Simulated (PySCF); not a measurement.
Gas-phase reaction: GaHCl₂ + GaH + 2 H → 2 GaH₂Cl, at 800 K and a standard pressure of 1 bar. Level: PBE/def2-SVP.

Method: PySCF energies plus ideal-gas RRHO corrections (1 bar). Open shells (unrestricted): H (multiplicity 2); the rest are closed-shell singlets. Ga: all electrons, no relativistic terms. GaHCl₂, GaH, GaH₂Cl: computed as isolated molecules; such fragments, hydroxides, amides, oligomers or adducts are transient or little studied in the gas. The harmonic model lacks anharmonicity and excited electronic states, which grow with temperature; levels with a mode under 35 cm⁻¹ are left out.

```tsv
species	E (Ha)	H(800 K) − E (kJ/mol)	S°(800 K) (J/mol/K)
GaHCl₂	-2844.74986	74.0	371.1
GaH	-1924.87245	33.7	230.8
H	-0.49863	16.6	135.2
GaH₂Cl	-2385.41038	80.2	326.1
```
E: electronic energy; H − E holds the zero-point and thermal terms. 1 Ha = 2625.5 kJ/mol.

Q: Work out ΔH°, ΔS°, ΔG° and log10 K from these numbers.

A: 1. ΔE = 2×(-2385.41038) − 1×(-2844.74986) − 1×(-1924.87245) − 2×(-0.49863) = -0.20119 Ha = -528.2 kJ.
2. Δ(H − E) = 2×(80.2) − 1×(74.0) − 1×(33.7) − 2×(16.6) = 19.5 kJ, so ΔH° = -508.7 kJ.
3. ΔS° = 2×(326.1) − 1×(371.1) − 1×(230.8) − 2×(135.2) = -220.1 J/K; the number of gas molecules changes by -2.
4. ΔG° = ΔH° − TΔS° = -508.7 − 800×(-220.1)/1000 = -332.6 kJ.
5. log10 K = −ΔG°/(RT ln 10) = 21.71, with RT ln 10 = 15.32 kJ/mol; at standard pressures the products are favoured.
6. A shift of 10 kJ in ΔE would move log10 K by 0.65 here.
For scale, ΔH°(298 K) is -499 kJ at this level, -518 kJ at ωB97M-V/def2-TZVP†, and runs from -571 to -415 kJ over the 20 levels computed († marks an energy on the PBE0/def2-TZVP geometry).
